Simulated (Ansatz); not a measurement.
Ansatz (a quantum-chemistry and plane-wave program) input (B3LYP/LANL2DZ): The .json file is the Basis Set Exchange's LANL2DZ.

Ansatz 0.2 input:
```yaml
crystal:
  periodic: [false, false, false]
  atoms:
    - {symbol: Ge, position_ang: [-0.00000000, -0.00000000, -1.59327959]}
    - {symbol: I, position_ang: [0.00000000, 0.00000000, 0.96198013]}
basis:
  gaussian:
    orbitals: LANL2DZ.json
hamiltonian:
  xc: {name: B3LYP}
magnetization: {spin_polarized: true, initial_magnetization: 1}
output: {forces: true}
```

Question: What final total energy does it give?

Answer: -15.14263 Eh.
